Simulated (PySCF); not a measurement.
Species: C₇H₆F₂S.
Structure used (PBE0-D3(BJ)/def2-SVP), in Å, numbered top down from 1:
```
atom  x, y, z in Å
F1    -2.0257   -2.0372    0.9474
C2    -1.9208   -0.8768    0.2713
F3    -2.4047   -1.0984   -0.9851
C4    -0.4978   -0.4009    0.2147
C5     0.5334   -1.2158    0.6824
C6     1.8508   -0.7660    0.6847
C7     2.1419    0.5119    0.2126
C8     1.1250    1.3269   -0.2771
C9    -0.1994    0.8787   -0.2858
S10   -1.4443    2.0070   -0.8585
H11   -2.5790   -0.1288    0.7483
H12    0.2849   -2.2070    1.0649
H13    2.6480   -1.4121    1.0583
H14    3.1716    0.8769    0.2117
H15    1.3532    2.3188   -0.6734
H16   -2.1860    1.1024   -1.5321
```

Linear response at CAM-B3LYP/def2-SVPD (PySCF, frozen core in the response, non-relativistic).

Static isotropic polarisability: 102.31 au (15.16 Å³), principal values 65.8, 110.5, 130.6 au.

Q: What is the polarisability at 1064 nm and at the sodium D line?

A: 103.56 au at 1064 nm (+1.2 %), 106.64 au at 589.3 nm (+4.2 %). The rise at 589.3 nm is 3.46 times that at 1064 nm; a pure ω² law gives 3.26. The lowest singlet lies at 248 nm, shorter than both wavelengths.

Q: What is the isotropic C6 coefficient between two such molecules, C6 = (3/π)∫α(iω)² dω?

A: 4005 au (Eh·bohr⁶) by a ten-point quadrature over imaginary frequencies, which is 2390 eV·Å⁶ or 231 J·nm⁶/mol.

Q: Which effective excitation energy ω̄ makes London's formula C6 = (3/4)α²ω̄ exact here?

A: ω̄ = 4·C6/(3α²) = 0.510 Eh = 13.9 eV. A one-pole form α(ω) = α/(1 − ω²/ω̄²) fitted to the 1064 nm value gives 10.6 eV.

Q: How many electrons N does the Slater–Kirkwood formula C6 = (3/4)·√N·α^(3/2) need to give this C6?

A: N = (4·C6/3)²/α³ = 26.6; the species has 82 electrons in all.

Q: What molar refraction at the D line follows from R = (4π/3)·N_A·α′, with α′ the polarisability volume?

A: α′ = 15.80 Å³ gives R = 39.86 cm³/mol, for isolated, non-vibrating species.

Q: How anisotropic is the static polarisability, by Δα² = ½[(α1 − α2)² + (α2 − α3)² + (α3 − α1)²]?

A: Δα = 57.4 au, or 0.56 of the isotropic value.

Q: What n − 1 at the D line would an ideal gas of it have at 273.15 K and 1 atm (2.6868 × 10¹⁹ cm⁻³), by n − 1 = 2π·N·α′?

A: 26.68 × 10⁻⁴, a formal value whether or not that pressure can be reached.

Q: The lowest 6 singlets have (eV, f): 5.00, 0.046; 5.39, 0.088; 5.93, 0.015; 6.28, 0.114; 6.36, 0.160; 6.51, 0.125. What share of the static polarisability do they carry in the sum over states α = Σ f/ω²?

A: 11.17 au, 10.9 % of α; the largest term, 2.93 au, is that of the state at 6.36 eV. Their oscillator strengths add up to 0.55. Higher states carry the rest.

Hardware: an x86-64 server with one thread, shared host. Cost: 72 s wall. This is the whole response run at CAM-B3LYP/def2-SVPD, SCF included.

One conformer stands for the species.
